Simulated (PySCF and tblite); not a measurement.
C₇H₁₄, numbered as in [CH3:1][CH2:2][CH2:3][CH2:4][CH:5]1[CH2:6][CH2:7]1.

Conformers came from 150 starts (ETKDG and KDG, MMFF94s, GFN2-xTB); geometries are PBE0-D3(BJ)/def2-SVP. Energies: PBE0-D3(BJ)/def2-TZVP (IEF-PCM, chloroform), with GFN2-xTB thermal terms (modes under about 100 cm⁻¹ blended into free rotors). Symmetry numbers and mirror images are counted. Conformers within 3 kcal/mol (GFN2-xTB free energy) were kept, 8 at most. GIAO shieldings: WP04/pcSseg-1 (IEF-PCM, chloroform). Shifts are against TMS (¹H), TMS (¹³C) at the same level. Programs: PySCF with density fitting and tblite.

Torsions listed: C1–C2–C3–C4, C2–C3–C4–C5, C3–C4–C5–C6. Of a mirror pair one member is shown.

| conformer | shape | weight % | dipole D |
| --- | --- | --- | --- |
| 1 | 180°, 179°, -154° | 40.0 | 0.15 |
| 2 | 178°, 64°, 80° | 15.4 | 0.14 |
| 3 | -65°, -178°, -155° | 13.8 | 0.25 |
| 4 | 64°, 177°, -155° | 11.7 | 0.18 |
| 5 | -178°, -64°, 90° | 9.9 | 0.11 |

Not shown: 3 more, 9.2 % in all.

**Question.** How do the computed shifts compare with measured ones?

**Answer.** 
```json
{"nucleus": "¹³C", "signal": "C5", "leading conformer": "15.2", "average": "14.6", "measured": "10.9", "medium": "not stated per compound (mostly CDCl3 or CCl4)"}
{"nucleus": "¹³C", "signal": "C6/C7", "leading conformer": "7.6", "average": "7.5", "measured": "4.4", "medium": "not stated per compound (mostly CDCl3 or CCl4)"}
```

Measured values: Pretsch, Buehlmann, Badertscher, Structure Determination of Organic Compounds, 4th ed. (2009). Mean difference for ¹³C: 3.40 ppm, scatter 0.30 ppm. The computed shifts are unscaled and lack vibrational corrections.
